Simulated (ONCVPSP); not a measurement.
## What one change does to a pseudopotential (V, ONCV)

* Element: V (Z = 23)
* Generator: ONCVPSP 4.0.1
* Type: optimised norm-conserving Vanderbilt (ONCV)
* Functional: LDA (Perdew-Zunger)
* Relativity: scalar-relativistic
* Frozen core: [Ar]
* Valence charge: 5
* Reference configuration: 3d3 4s2
* Partial waves: 4s: rc 2.75 bohr, ncon 5, nbas 8, qcut 2.8 1/bohr, 2 projectors, debl 2.1 Ha; p scattering state at 0.03 Ha: rc 2.30 bohr, ncon 5, nbas 8, qcut 3.2 1/bohr, 2 projectors, debl 1.9 Ha; 3d: rc 1.50 bohr, ncon 5, nbas 10, qcut 10 1/bohr, 1 projector
* Local potential: polynomial inside 0.95 bohr (lpopt 5, dvloc0 6 Ha)
* Core correction: polynomial model core, fcfact 0.35

Change: all radii but the core radius scaled by about 1.33 (s 3.66, p 3.06, d 2.00 bohr); local potential polynomial inside 1.26 bohr (lpopt 5, dvloc0 6 Ha). In the p channel the program set the typed energies aside and used 0.050, 1.950 Ha.

Cutoffs: the cutoffs (Ha) at which the residual kinetic energy of the hardest occupied pseudo-wave falls to 1 and 0.1 mHa per electron; they do not see the model core or the augmentation charge, which bear on the density cutoff. Errors are all-electron minus pseudo energies relative to the spin-unpolarised reference configuration.

Question: Predict the effect on cutoff, ghosts and configuration errors.

Answer: The potential gets softer (41 Ha and 47 Ha → 32 Ha and 37 Ha); the bound ghost in p, s disappears; of the 4 tests that both files solve, the error grows in 2 and shrinks in 1 by more than 15 % and 0.3 meV (median size 134.8 → 102.5 meV). A larger radius leaves more room for a smooth pseudo-wave, so fewer plane waves are needed.

| quantity | base | changed |
| --- | --- | --- |
| cutoff, loose | 41 Ha | 32 Ha |
| cutoff, tight | 47 Ha | 37 Ha |
| loose cutoff by channel | s 3.2 Ha, d 41 Ha | s 2.7 Ha, d 32 Ha |
| bound ghosts | s, p | none |
| GHOST(+) flags under 300 eV | none | s at 61.3 eV |
| error for 3d3 4s1, meV [ΔE 7.94 eV] | -6.9 | -6.2 |
| error for 3d3 4s0, meV [ΔE 22.49 eV] | -38 | -46 |
| error for 3d2 4s0, meV [ΔE 51.64 eV] | -232 | -310 |
| error for 3d2 4s2, meV [ΔE 11.22 eV] | -248 | -159 |
| rms error of d²Exc/dni dnj with the model core, mHa | 7.93 | 7.48 |

 A true bound ghost makes a file unfit for plane-wave use even where its test errors are small: the radial tests pick states by their node count and pass the ghost by.
